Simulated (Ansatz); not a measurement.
Basis sets compared for Al₇P₈H₂₂⁺, a nanocrystal cut from wurtzite AlP (hydrogen-capped). Charge 1, multiplicity 1. Geometry PBE-D4/def2-SVP. Ansatz on 2 threads of AMD EPYC 7R13 on a shared host and a share (18 GiB) of an NVIDIA H100 80GB HBM3; times are rough, and most runs start from earlier orbitals.

```xyz
37

Al    3.9215   -1.2916   -1.7123
P     3.7848   -1.8084    0.6736
P     1.5665   -0.7919   -2.1143
Al   -0.2358   -1.7978   -0.8978
Al    2.4031   -0.2756    1.9049
P     0.2261   -1.1434    1.3960
P    -2.2850   -0.6535   -1.3790
Al   -4.3554   -0.9979   -0.1332
Al   -1.5471   -0.1383    2.6597
P    -3.3854   -1.5570    2.0406
Al    1.9159    1.5490   -1.9193
P     2.4816    1.6769    0.4515
P    -0.2880    2.5739   -1.9873
Al   -2.3766    1.7026   -1.0975
P    -2.0200    1.8352    1.3134
H     4.5363   -2.4635   -2.5916
H     4.5152    0.2078   -1.5516
H     3.3570   -3.1272    1.0193
H     5.0934   -1.8207    1.2478
H     1.3288   -1.0362   -3.5048
H    -0.3192   -3.3820   -1.0348
H     2.7249    0.0488    3.4266
H     0.3103   -2.4103    2.0666
H    -2.5922   -0.8945   -2.7565
H    -5.3285   -2.1132   -0.7108
H    -4.7446    0.5356    0.2172
H    -1.2645    0.1858    4.1892
H    -2.9505   -2.9064    2.2191
H    -4.3882   -1.4902    3.0566
H     2.9154    2.3101   -2.8884
H     3.7571    2.3052    0.5858
H     1.6830    2.6818    1.0862
H    -0.5551    2.6403   -3.3925
H    -0.1902    3.9810   -1.7406
H    -3.6081    2.5438   -1.6392
H    -0.9766    2.7738    1.5978
H    -3.1102    2.5479    1.8993
```

Single mean-field runs in def2-TZVP are fitted with def2-universal-jkfit.

```json
{"level": "PBE-D4/def2-SVP", "functions": "380", "energy (Eh)": "-4437.6163", "HOMO (eV)": "-9.31", "LUMO (eV)": "-5.12", "wall time": "3.5 s"}
{"level": "PBE0-D4/def2-SVP", "functions": "380", "energy (Eh)": "-4438.0666", "HOMO (eV)": "-10.37", "LUMO (eV)": "-4.39", "wall time": "5.5 s"}
```

(1) Estimate the rows for PBE-D4/def2-TZVP, PBE0-D4/def2-TZVP (with forces).

Results:

(1) 
| level | functions | energy (Eh) | HOMO (eV) | LUMO (eV) | wall time |
| --- | --- | --- | --- | --- | --- |
| PBE-D4/def2-TZVP | 687 | -4439.1456 | -9.29 | -5.39 | 4.8 s |
| PBE0-D4/def2-TZVP (with forces) | 687 | -4439.5729 | -10.31 | -4.66 | 6.5 s |
